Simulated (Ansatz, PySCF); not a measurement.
Species: CClF (charge 0, singlet). SMILES: [C](F)Cl
Geometry: optimised at B3LYP-D3(BJ)/def2-TZVP (Ansatz, a first-principles code).

Property: vertical electron affinity (to the doublet state of charge -1; a negative value means that the extra electron is unbound and the number depends on the basis; each state is the SCF solution reached for its spin; for the singlet the Hartree-Fock reference is unstable and T1 is 0.019), in eV. Valence correlation only, unless marked. UHF or UKS for open shells. No spin-orbit coupling. No relativistic terms. Anions need diffuse functions: aug- sets have them; def2-D sets add few. Basis-set limits of correlation are two-point, X^-3; Hartree-Fock from the larger set. [CCSD(T)-MP2]/basis is that difference in the basis named.

```json
[
 {"level": "HF/aug-cc-pV(Q+d)Z", "program": "Ansatz", "vertical electron affinity (eV)": "0.31"},
 {"level": "r2SCAN/def2-TZVPD", "program": "Ansatz", "vertical electron affinity (eV)": "0.72"},
 {"level": "B3LYP/def2-TZVPD", "program": "Ansatz", "vertical electron affinity (eV)": "0.74"},
 {"level": "PBE0/def2-TZVPD", "program": "Ansatz", "vertical electron affinity (eV)": "0.72"},
 {"level": "M06-2X/def2-TZVPD", "program": "PySCF", "vertical electron affinity (eV)": "0.66"},
 {"level": "wB97M-V/def2-TZVPD", "program": "Ansatz", "vertical electron affinity (eV)": "0.51"},
 {"level": "MP2/aug-cc-pV(D+d)Z", "program": "Ansatz", "vertical electron affinity (eV)": "0.48"},
 {"level": "RI-MP2/aug-cc-pV(Q+d)Z", "program": "Ansatz", "vertical electron affinity (eV)": "0.62"},
 {"level": "SCS-MP2/aug-cc-pV(T+d)Z", "program": "Ansatz", "vertical electron affinity (eV)": "0.48"},
 {"level": "RI-MP2/CBS(aug-cc-pV(T+d)Z,aug-cc-pV(Q+d)Z)+[CCSD(T)-MP2]/aug-cc-pV(T+d)Z", "program": "Ansatz", "vertical electron affinity (eV)": "0.60"}
]
```
